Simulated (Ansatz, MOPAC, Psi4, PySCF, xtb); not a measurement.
Dimer: CH5N (SMILES CN) (first 7 atoms) with CH4S (SMILES CS); geometry from B3LYP-D3(BJ)/def2-TZVP, rigid monomers moved along the line of their centres of mass till N2···H13 is 3.02 Å.
(charge 0, multiplicity 1):
```xyz
13

C      0.41790     0.39043     0.46302
N     -0.36245    -0.81726     0.73830
H      1.42491     0.26215     0.86161
H     -0.03482     1.23312     0.98713
H      0.50299     0.64915    -0.59934
H      0.06953    -1.63557     0.32694
H     -1.29530    -0.74311     0.35045
C      1.15178     0.13837     5.14524
S     -0.65565    -0.04393     4.99142
H      1.53985     0.85655     4.42498
H      1.34874     0.50954     6.14954
H      1.65454    -0.81912     5.02215
H     -0.64910    -0.53863     3.73016
```

Counterpoise-corrected where a basis set is named; no monomer relaxation. Rows marked so take none.

Correlated levels freeze the cores. Rows in 3-21G, 6-31G* carry no dispersion term and start afresh at each structure (6-31G* with six Cartesian d functions). MP2/6-31G* freezes PySCF's default core. The state that PM7 reach isn't checked; PM7 holds dispersion and hydrogen-bond terms.

The values were computed with Ansatz (an electronic-structure program) with Gaussian orbitals; MOPAC for PM7 (differences of heats of formation); Psi4 for SAPT; PySCF for 3-21G rows, 6-31G* rows, the dispersion terms; xtb for the GFN methods. Values without a source in brackets are computed.

```
level                           interaction energy (kcal/mol)
------------------------------  -----------------------------
GFN-FF                                                  -1.77
PM7                                                     -2.70
HF/3-21G (no counterpoise)                              -2.58
r2SCAN/def2-TZVPPD                                      -1.74
r2SCAN-D4/def2-TZVPPD                                   -2.12
B3LYP/6-31G* (no counterpoise)                          -2.18
PBE0/def2-TZVPPD                                        -1.67
MP2/6-31G*                                                  …
SAPT0/jun-cc-pV(D+d)Z                                       …
```

Problem. What belongs in the gaps?

Solution. 
- MP2/6-31G*, interaction energy (kcal/mol): -1.85
- SAPT0/jun-cc-pV(D+d)Z, interaction energy (kcal/mol): -2.00
